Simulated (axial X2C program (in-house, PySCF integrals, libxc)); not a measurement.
Spin–orbit effects along a row: molecules with I (ions), PBE0

All values come from calculations with an in-house relativistic program for diatomic molecules, spin-free (one-electron X2C) or two-component (2c: spin–orbit coupling with atomic mean-field Coulomb and Gaunt terms, which also bring small scalar terms), in Dyall basis sets with cores contracted in-house; open shells are unrestricted.

Basis sets: B dyall-av3z, Be dyall-av3z, C dyall-av3z, F dyall-av3z, I dyall-acv3z, Li dyall-av3z, O dyall-av3z.

| molecule | spin-free state | Re (Å) | ωe (cm⁻¹) | De (eV) | 2c state | Re 2c (Å) | ωe 2c (cm⁻¹) | De 2c (eV) |
| --- | --- | --- | --- | --- | --- | --- | --- | --- |
| LiI⁻ | M_S = 1/2, Λ = 0 | 2.543 | 364.5 | 1.29 | Ω = 1/2 | 2.545 | 362.7 | 1.29 |
| BeI⁻ | M_S = 0, Λ = 0 | 2.464 | 309.2 | 0.91 | Ω = 0 | 2.467 | 307.2 | 0.91 |
| BI⁻ | M_S = 1/2, Λ = 1 | 2.357 | 343.6 | 1.16 | Ω = 1/2 | 2.354 | 346.3 | 1.18 |
| CI⁻ | M_S = 1, Λ = 0 | 2.224 | 402.6 | 1.70 | Ω = 1 | 2.227 | 400.5 | 1.71 |
| IO⁻ | ? | ? | ? | ? | ? | ? | ? | ? |
| IF⁻ | M_S = 1/2, Λ = 0 | 2.343 | 274.6 | n/a | Ω = 1/2 | 2.352 | 269.0 | n/a |

Task: Estimate the 2c Re and ωe of IO⁻ as the mean of its neighbours in the table.

Result: Re ≈ 2.289 Å, ωe ≈ 334.8 cm⁻¹. The PBE0 runs give the row below, so the estimate misses by 0.368 Å and -287.6 cm⁻¹.

| molecule | spin-free state | Re (Å) | ωe (cm⁻¹) | De (eV) | 2c state | Re 2c (Å) | ωe 2c (cm⁻¹) | De 2c (eV) |
| --- | --- | --- | --- | --- | --- | --- | --- | --- |
| IO⁻ | M_S = 0, Λ = 0 | 1.918 | 626.4 | 1.61 | Ω = 0 | 1.921 | 622.4 | 1.63 |

Fragments in 2c: I- + Li, I- + Be, I- + B, I- + C, I- + O, I + F-. Each entry is the lowest single determinant of a limited PBE0 search at one distance. De goes to single-determinant-based atoms at the same level (for ions the charge split of lowest energy) and is withheld (n/a) where an atom does not fit its ground term or J level. Main or longest-lived isotopes. One determinant is a doubtful description, or other states lie close, for CI⁻; these need not be ground states, and all values refer to the states named. Some open-shell Ω = 0 determinants are out of reach, so the Ω given for CI⁻ need not be the lowest component. With several unpaired electrons the Ω given is that of one determinant, not necessarily of the lowest component. Some light 2c atoms are not at their ground J level, so De misses part of their lowering (0.04 eV or less). The functionals have no current term, which raises determinants with orbital currents.
